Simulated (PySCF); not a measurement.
A species of formula C7H14F2Si has this rotational fingerprint, computed with PBE0/pcSseg-1 in PySCF (dipole) on a GFN2-xTB geometry, gas phase:

- Rotational constants: A = 1652, B = 756.8, C = 595.8 MHz
- Dipole components: |μa| = 2.10 D, |μb| = 0.50 D, |μc| = 0.37 D
- Inertial defect: -125.56 u·Å²
- κ: -0.70

Question: Which candidate fits, each taken in the one conformer that was computed?
A. `[CH3:1][C@@H:2]([CH2:3][F:4])[Si@:5]1([CH3:6])[CH2:7][C@@H:8]([F:9])[CH2:10]1` with C1–C2–C3–F4 68°, C1–C2–Si5–C6 -55°, C2–Si5–C7–C8 -120°, Si5–C7–C8–F9 -105°, C7–C8–C10–Si5 -11°, C2–Si5–C10–C8 121°
B. `[CH3:1][C:2]([CH3:3])([CH3:4])/[C:5]([F:6])=[C:7](\[SiH3:8])[CH2:9][F:10]` with C5–C7–C9–F10 158°
C. `[CH3:1][C@H:2](/[CH:3]=[CH:4]/[SiH3:5])[CH2:6][C:7]([CH3:8])([F:9])[F:10]` with C1–C2–C3–C4 117°, C1–C2–C6–C7 -70°, C2–C6–C7–C8 -167°
D. `[CH3:1][C@@H:2](/[CH:3]=[CH:4]\[SiH3:5])[CH2:6][C:7]([CH3:8])([F:9])[F:10]` with C1–C2–C3–C4 -118°, C1–C2–C6–C7 68°, C2–C6–C7–C8 164°
E. `[CH3:1][C@@H:2]1[C@@H:3]([F:4])[Si@@H:5]([CH3:6])[CH2:7][CH2:8][C@@H:9]1[F:10]` with C1–C2–C3–F4 166°, C2–C3–Si5–C6 -159°, C3–Si5–C7–C8 41°, Si5–C7–C8–C9 -56°
F. `[CH2:1]=[CH:2][C@@:3]([CH3:4])([CH2:5][SiH2:6][CH3:7])[CH:8]([F:9])[F:10]` with C1–C2–C3–C4 -13°, C2–C3–C5–Si6 177°, C3–C5–Si6–C7 -179°, C2–C3–C8–F9 57°

Answer: B. It is CC(C)(C)/C(F)=C(\[SiH3])CF, an asymmetric top, point group C1. The candidates at the same level (rigid rotor, commonest isotopes):

```json
{"SMILES": "C[C@@H](/C=C\\[SiH3])CC(C)(F)F", "A (MHz)": "1875", "B (MHz)": "541.5", "C (MHz)": "497.6", "μa (D)": "0.33", "μb (D)": "0.22", "μc (D)": "2.23", "Δ (u·Å²)": "-187.06", "point group": "C1", "rotor": "near-prolate asymmetric top"}
{"SMILES": "C=C[C@@](C)(C[SiH2]C)C(F)F", "A (MHz)": "1566", "B (MHz)": "683.1", "C (MHz)": "594.1", "μa (D)": "1.68", "μb (D)": "1.56", "μc (D)": "0.41", "Δ (u·Å²)": "-211.75", "point group": "C1", "rotor": "asymmetric top"}
{"SMILES": "C[C@H](/C=C/[SiH3])CC(C)(F)F", "A (MHz)": "2456", "B (MHz)": "408.1", "C (MHz)": "384.0", "μa (D)": "0.14", "μb (D)": "1.21", "μc (D)": "1.31", "Δ (u·Å²)": "-128.08", "point group": "C1", "rotor": "near-prolate asymmetric top"}
{"SMILES": "C[C@@H](CF)[Si@]1(C)C[C@@H](F)C1", "A (MHz)": "2005", "B (MHz)": "630.0", "C (MHz)": "610.4", "μa (D)": "1.61", "μb (D)": "1.85", "μc (D)": "1.41", "Δ (u·Å²)": "-226.32", "point group": "C1", "rotor": "near-prolate asymmetric top"}
{"SMILES": "CC(C)(C)/C(F)=C(\\[SiH3])CF", "A (MHz)": "1652", "B (MHz)": "756.8", "C (MHz)": "595.8", "μa (D)": "2.10", "μb (D)": "0.50", "μc (D)": "0.37", "Δ (u·Å²)": "-125.56", "point group": "C1", "rotor": "asymmetric top"}
{"SMILES": "C[C@@H]1[C@@H](F)[Si@@H](C)CC[C@@H]1F", "A (MHz)": "1679", "B (MHz)": "835.1", "C (MHz)": "731.6", "μa (D)": "1.66", "μb (D)": "0.68", "μc (D)": "1.38", "Δ (u·Å²)": "-215.42", "point group": "C1", "rotor": "asymmetric top"}
```

`C[C@H](/C=C/[SiH3])CC(C)(F)F` has A 49 % too high; `C=C[C@@](C)(C[SiH2]C)C(F)F` has B 10 % too low; `C[C@@H](CF)[Si@]1(C)C[C@@H](F)C1` has A 21 % too high; `C[C@@H]1[C@@H](F)[Si@@H](C)CC[C@@H]1F` has C 23 % too high; `C[C@@H](/C=C\[SiH3])CC(C)(F)F` has B 28 % too low. No structure here is proved a minimum.
